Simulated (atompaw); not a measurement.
Er: PAW (atompaw) pseudisation with PBEsol, scalar-relativistic reference atom.

erbium, PAW, made with atompaw 4.2.0.5 (PBEsol, scalar-relativistic). Core [Xe] 4f11, reference 5d1 6s2 6p0. Waves: 6s (bound): rc 3.00 bohr; 6s channel at 2.35 Ry: rc 3.00 bohr; 6p (bound, empty): rc 3.00 bohr; 6p channel at 4.05 Ry: rc 3.00 bohr; 5d (bound): rc 2.05 bohr; 5d channel at 0.35 Ry: rc 3.00 bohr; 5f channel at 0.4 Ry: rc 3.00 bohr; 5f channel at 2.2 Ry: rc 3.00 bohr. Local part: bessel scheme, radius 2.00 bohr. Core correction: smooth core density matched at 2.65 bohr. Augmentation charge: sinc compensation charge, radius 2.20 bohr; PAW radius 3.00 bohr; waves and projectors: custom polynom2 7 10 vanderbiltortho.

All-electron outer shells of the reference configuration (PBEsol, scalar-relativistic, ld1.x):

| shell | level (eV) | outermost node (bohr) | outermost maximum (bohr) |
| --- | --- | --- | --- |
| 5p | -29.77 | 0.65 | 1.26 |
| 4f | -9.51 | – | 0.51 |
| 6s | -4.43 | 1.49 | 3.18 |
| 5d | -2.11 | 0.73 | 1.88 |
| 6p | -1.31 | 1.81 | 4.40 |

Question: Does the generator finish with these settings?

Answer: Yes, a potential is produced.

Question: Estimate the cutoffs (Ry, on a coarse ladder) from which the occupation-weighted sum of valence levels, in a spherical-Bessel basis at the reference potential, stays within 10 and 1 mRy of its value at 400 Ry.

Answer: 15 Ry and 18 Ry.

Question: Does the potential have ghost states?

Answer: No extra level below or beside the all-electron valence levels (s, p, d, f tested).

Question: Is the overlap operator S = 1 + Σ q|β⟩⟨β| positive definite (Bessel basis up to 400 Ry)?

Answer: Barely: its lowest eigenvalue is 0.027 (d channel).

Question: Which valence shell sets the plane-wave cutoff?

Answer: 5d: its level needs 18 Ry to come within 1 mRy, against 6 Ry for 6s.
